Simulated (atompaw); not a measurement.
**Plane-wave convergence, PAW (atompaw) potential for germanium (Ge)**

- Element: Ge (Z = 32)
- Generator: atompaw 4.2.0.5
- Type: PAW
- Functional: PBE
- Relativity: scalar-relativistic
- Frozen core: [Ar] 3d10
- Valence charge: 4
- Reference configuration: 4s1 4p3
- Partial waves: 4s (bound): rc 1.95 bohr; 4s channel at 0.05 Ry: rc 1.95 bohr; 4p (bound): rc 2.65 bohr; 4p channel at 0.65 Ry: rc 2.65 bohr
- Local potential: troulliermartins scheme with l = 2 at 0 Ry, radius 2.30 bohr
- Core correction: smooth core density matched at 2.45 bohr
- Augmentation charge: sinc compensation charge, radius 2.50 bohr; PAW radius 2.65 bohr; waves and projectors: custom rrkj gramschmidtortho

The pseudo-atom Hamiltonian at the reference potential is diagonalised in spherical Bessel functions j_l(qr) that vanish at 20 bohr, with q² up to the cutoff. All-electron valence levels (Ry): 4s -0.9325, 4p -0.3369.

Task: How do the lowest levels (Ry) of each channel move with the cutoff, and are there ghosts?

Result:

```tsv
cutoff (Ry)	s #1	s #2	p #1	d #1	d #2	f #1	f #2	Σ f·Δε (mRy)
8	-0.9321	-0.0387	-0.3355	0.0537	0.1320	0.1091	0.2312	4.6
10	-0.9323	-0.0388	-0.3366	0.0537	0.1319	0.1091	0.2312	0.9
12	-0.9324	-0.0388	-0.3368	0.0536	0.1318	0.1091	0.2312	0.3
15	-0.9324	-0.0388	-0.3368	0.0536	0.1316	0.1091	0.2312	0.2
400	-0.9325	-0.0388	-0.3369	0.0534	0.1310	0.1091	0.2311	0.0
```

Result: no extra level below or beside the all-electron valence levels (s, p, d, f tested); 10 mRy is reached at 8 Ry and 1 mRy at 10 Ry.
